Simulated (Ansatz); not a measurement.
V2S4, relaxed as a singlet with RKS PBE0-D4/def2-SVP in Ansatz, starting from the GFN1-xTB geometry. Force threshold 0.02 eV/Å.

The relaxation made no stability test and no search for a lower SCF solution. No other spin state of charge 0 was run. The structure comes from a short search, and lower isomers may exist.

Start:

```xyz
6

V    -0.3865    0.4720    0.2372
V     0.3969   -2.3530   -0.1292
S    -1.4964   -1.1101   -0.9388
S     1.3459    1.7448    0.6048
S    -0.1402    1.8168    1.9338
S     0.2802   -0.5705   -1.7079
```

```json
{"step": "1", "energy (eV)": "-94668.4791", "largest force component (eV/Å)": "2.137", "SCF passes": "143"}
{"step": "2", "energy (eV)": "-94669.0909", "largest force component (eV/Å)": "1.406", "SCF passes": "84"}
{"step": "3", "energy (eV)": "-94669.7171", "largest force component (eV/Å)": "2.138", "SCF passes": "78"}
{"step": "4", "energy (eV)": "-94670.4447", "largest force component (eV/Å)": "2.447", "SCF passes": "66"}
{"step": "5", "energy (eV)": "-94670.9602", "largest force component (eV/Å)": "1.176", "SCF passes": "48"}
{"step": "6", "energy (eV)": "-94671.3370", "largest force component (eV/Å)": "0.607", "SCF passes": "41"}
{"step": "7", "energy (eV)": "-94671.6076", "largest force component (eV/Å)": "0.470", "SCF passes": "39"}
{"step": "8", "energy (eV)": "-94671.9050", "largest force component (eV/Å)": "0.970", "SCF passes": "38"}
{"step": "9", "energy (eV)": "-94672.3131", "largest force component (eV/Å)": "1.202", "SCF passes": "36"}
{"step": "10", "energy (eV)": "-94672.6366", "largest force component (eV/Å)": "0.598", "SCF passes": "36"}
{"step": "11", "energy (eV)": "-94672.6977", "largest force component (eV/Å)": "0.320", "SCF passes": "35"}
{"step": "12", "energy (eV)": "-94672.7178", "largest force component (eV/Å)": "0.122", "SCF passes": "31"}
{"step": "13", "energy (eV)": "-94672.7199", "largest force component (eV/Å)": "0.117", "SCF passes": "32"}
{"step": "14", "energy (eV)": "-94672.7209", "largest force component (eV/Å)": "0.012", "SCF passes": "33"}
```

Force components are those of the run's own axes.

End:

Cartesian coordinates in Å:
```
V -0.771 0.539 -0.071
V 0.223 -0.761 0.510
S -1.389 -1.577 -1.154
S 1.452 1.327 0.487
S 0.164 1.079 2.135
S 0.321 -0.606 -1.907
```

Bonds formed: V2–S4, V2–S5 (atoms count from 1). The end is the same structure that another start reached.

No frequencies were taken in this run, so the end may be a saddle point.

It took 23 s on 4 threads of AMD EPYC 9R45 on a shared host.
